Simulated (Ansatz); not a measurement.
These are frozen-core CCSD(T)/cc-pVTZ // PBE0-D4/def2-TZVP run with Ansatz (a quantum-chemistry and plane-wave program) values and carry that method's errors.

Ansatz 0.2 input:
```yaml
crystal:
  periodic: [false, false, false]
  atoms:
    - { symbol: C, position_ang: [-0.727417, 0.007421, 0.00269] }
    - { symbol: Ga, position_ang: [1.046312, 0.91548, -0.180846] }
    - { symbol: Cl, position_ang: [2.767399, -0.40901, 0.045821] }
    - { symbol: H, position_ang: [-0.718012, -0.86583, -0.65298] }
    - { symbol: H, position_ang: [-0.819525, -0.320891, 1.040624] }
    - { symbol: H, position_ang: [-1.548756, 0.672828, -0.255309] }
basis:
  gaussian: { orbitals: cc-pVTZ }
correlation:
  method: ccsd_t
magnetization:
  spin_polarized: true
  initial_magnetization: 1
```

Output:

```
Functional definition: HF
881 factors; integrals over basis functions are off by at most 1.0e-3 eV
mean field evaluation 1: about -65916.4409 eV, gradient 1.9e1 eV
mean field evaluation 2: about -65916.4453 eV, gradient 1.9e1 eV
mean field evaluation 4: about -65918.8772 eV, gradient 2.3e0 eV
mean field evaluation 8: about -65918.9735 eV, gradient 1.6e-1 eV
mean field evaluation 16: about -65918.9545 eV, gradient 7.8e-1 eV
mean field evaluation 32: about -65916.2405 eV, gradient 1.4e-2 eV
mean field evaluation 64: about -65914.0139 eV, gradient 3.5e-1 eV
mean field -65918.97449917 eV, -2422.4776313589 hartree, gradient 7.4e-6 eV, S^2 0.762453; 1 other end points of the search recorded, 0 dependent functions left out
determinant -65918.97449917 eV, -2422.4776313589 hartree, with singles and doubles -65933.53056952 eV, -2423.0125570776 hartree
determinant -65916.24054159 eV, -2422.3771602709 hartree, with singles and doubles -65930.84669066 eV, -2422.9139263486 hartree
15 core orbitals not correlated
reference -65918.97449917 eV, -2422.4776313589 hartree; 14, 13 occupied and 120, 121 virtual orbitals, 881 factors
second order -13.56677616 eV of doubles, -0.00000000 eV of singles
cycle   1  -14.43450346 eV  change   -7.3e-1 eV  update   2.2e-2
cycle   2  -14.46498839 eV  change   -3.0e-2 eV  update   5.8e-3
cycle   3  -14.46444520 eV  change    5.4e-4 eV  update   2.6e-3
cycle   4  -14.46635333 eV  change   -1.9e-3 eV  update   1.1e-3
cycle   5  -14.46648376 eV  change   -1.3e-4 eV  update   5.2e-4
cycle   6  -14.46661358 eV  change   -1.3e-4 eV  update   2.0e-4
cycle   7  -14.46667673 eV  change   -6.3e-5 eV  update   8.0e-5
cycle   8  -14.46666835 eV  change    8.4e-6 eV  update   3.3e-5
perturbative correction -0.65515039 eV, -0.0240763328 hartree
Total energy: -65934.09631792 eV, -2423.0333479479 hartree
```

Cost: roughly 2.8 core-minutes.
